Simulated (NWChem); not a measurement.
System: C$_{4}$H$_{4}$; SMILES C#CC=C

```xyz
8

C      0.1786    -1.9185     0.0000
C     -0.1112    -0.7395     0.0000
C     -0.4864     0.6343     0.0000
C      0.3776     1.6594     0.0000
H      0.4426    -2.9599     0.0000
H     -1.5644     0.8371     0.0000
H      1.4582     1.4957     0.0000
H      0.0188     2.6913     0.0000
```
Atoms are numbered in this order, from 1.

Computed with NWChem. Pople sets run with spherical d functions. Coordinates come from a PBE0/def2-SVP optimisation. B3LYP is NWChem's, with the RPA form of VWN correlation. GIAO values for the isolated, static molecule; σ is the absolute isotropic shielding, δ = σ(reference) − σ with the isolated reference molecule computed at the same levels (13C: tetramethylsilane, 1H: tetramethylsilane).

```csv
level,δ C1 (ppm),δ C2 (ppm),δ C3 (ppm),δ C4 (ppm),δ H5 (ppm),δ H6 (ppm),δ H8 (ppm)
PBE0/pcSseg-1,(withheld),(withheld),(withheld),(withheld),(withheld),(withheld),(withheld)
KT2/pcSseg-1,79.8,80.3,115.3,127.8,3.21,5.77,5.55
B3LYP/6-31G*,75.4,71.3,110.7,123.8,2.71,5.70,5.49
```

Q: Fill in the missing entries.

A: 
- PBE0/pcSseg-1, δ C1 (ppm): 89.3
- PBE0/pcSseg-1, δ C2 (ppm): 84.8
- PBE0/pcSseg-1, δ C3 (ppm): 125.3
- PBE0/pcSseg-1, δ C4 (ppm): 139.2
- PBE0/pcSseg-1, δ H5 (ppm): 3.14
- PBE0/pcSseg-1, δ H6 (ppm): 5.91
- PBE0/pcSseg-1, δ H8 (ppm): 5.86
